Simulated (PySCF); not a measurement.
C4H7FSi, SMILES C[Si@H]1C=C[C@H]1F. Atoms are numbered in the order given.

```xyz
13

C      2.1553     0.1939    -0.0919
Si     0.5323    -0.6479    -0.5100
C     -0.4788    -1.3186     0.9221
C     -1.3775    -0.3120     0.8292
C     -1.0077     0.5195    -0.3830
F     -0.7603     1.8573    -0.0801
H      2.5540     0.7252    -0.9713
H      1.9955     0.9276     0.7127
H      2.9136    -0.5342     0.2384
H      0.6871    -1.5079    -1.7244
H     -0.4994    -2.1367     1.6463
H     -2.2383    -0.1068     1.4822
H     -1.7705     0.4918    -1.1813
```

Geometry: B3LYP-D3(BJ)/def2-SVP. The structure was generated by enumeration; whether it is a known compound was not checked.

Calculation: PBE/pcSseg-1 in PySCF.

GIAO shieldings, no solvent; atoms alike by connectivity are averaged. δ = σ(ref) − σ: ¹³C against TMS (σ = 182.0 ppm); ²⁹Si against TMS (σ = 335.4 ppm); ¹⁹F against CFCl3 (σ = 133.6 ppm); ¹H against TMS (σ = 31.49 ppm), references at their B3LYP-D3(BJ)/def2-TZVP geometries, non-relativistic.

```json
[
 {"atoms": "C4", "nucleus": "¹³C", "count": "1", "δ (ppm)": "168.5"},
 {"atoms": "C3", "nucleus": "¹³C", "count": "1", "δ (ppm)": "153.6"},
 {"atoms": "C5", "nucleus": "¹³C", "count": "1", "δ (ppm)": "?"},
 {"atoms": "C1", "nucleus": "¹³C", "count": "1", "δ (ppm)": "?"},
 {"atoms": "Si2", "nucleus": "²⁹Si", "count": "1", "δ (ppm)": "?"},
 {"atoms": "F6", "nucleus": "¹⁹F", "count": "1", "δ (ppm)": "-251.2"},
 {"atoms": "H12", "nucleus": "¹H", "count": "1", "δ (ppm)": "?"},
 {"atoms": "H11", "nucleus": "¹H", "count": "1", "δ (ppm)": "7.01"},
 {"atoms": "H10", "nucleus": "¹H", "count": "1", "δ (ppm)": "5.88"},
 {"atoms": "H13", "nucleus": "¹H", "count": "1", "δ (ppm)": "5.78"},
 {"atoms": "H7, H8, H9", "nucleus": "¹H", "count": "3", "δ (ppm)": "?"}
]
```

Task: Some entries are withheld; supply them. (An estimate is asked for; the answer gives what the named calculation found.)

Result: 
- Si2, δ (ppm): 1.0
- H12, δ (ppm): 7.77
- C1, δ (ppm): -1.1
- C5, δ (ppm): 95.8
- H7, H8, H9, δ (ppm): 0.86
